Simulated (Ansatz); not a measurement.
(H2Al-mu-OH)3 (Al3O3H9). The state is a triplet with charge 0. Geometry PBE-D4/def2-SVP, that of the neutral singlet; atoms count from 1.

```tsv
atom	x (Å)	y (Å)	z (Å)
Al1	0.267	-1.741	-0.453
H2	1.136	-3.017	-0.022
H3	-0.799	-1.687	-1.641
O4	-0.596	-1.165	1.114
Al5	-1.425	0.517	1.300
H6	-0.716	1.236	2.538
H7	-3.006	0.416	1.085
O8	-0.753	1.184	-0.326
Al9	1.010	1.456	-0.929
H10	1.864	2.264	0.153
H11	0.857	1.869	-2.466
O12	1.500	-0.354	-0.743
H13	-0.345	-1.638	1.928
H14	-1.416	1.207	-1.043
H15	2.421	-0.547	-0.493
```

At PBE0-D4/def2-TZVP a singlet of charge 0 lies 6.27 eV below the triplet at the same geometry.

Question: Estimate the Mulliken populations from the PBE0/def2-TZVP orbitals of Ansatz.

Answer: 
```csv
atom,charge (e),spin (α − β)
Al1,0.33,0.02
H2,-0.11,0.01
H3,-0.13,0.01
O4,-0.37,0.01
Al5,-0.24,1.15
H6,0.12,0.36
H7,0.11,0.36
O8,-0.39,-0.03
Al9,0.36,0.03
H10,-0.11,0.01
H11,-0.10,0.02
O12,-0.47,0.00
H13,0.34,0.03
H14,0.33,0.04
H15,0.35,0.00
```
Mulliken values depend strongly on the basis.

Question: Where does the spin sit?

Answer: Summed by element: Al 1.20, H 0.82, O -0.02, of 2 unpaired in all. Largest on single atoms: Al5 1.15, H7 0.36, H6 0.36.

Question: And the Mayer bond orders between heavy atoms (over 0.3)?

Answer: Al1–O4 0.68 (1.88 Å); Al1–O12 0.68 (1.88 Å); O4–Al5 0.64 (1.88 Å); Al5–O8 0.61 (1.88 Å); O8–Al9 0.67 (1.88 Å); Al9–O12 0.68 (1.88 Å).
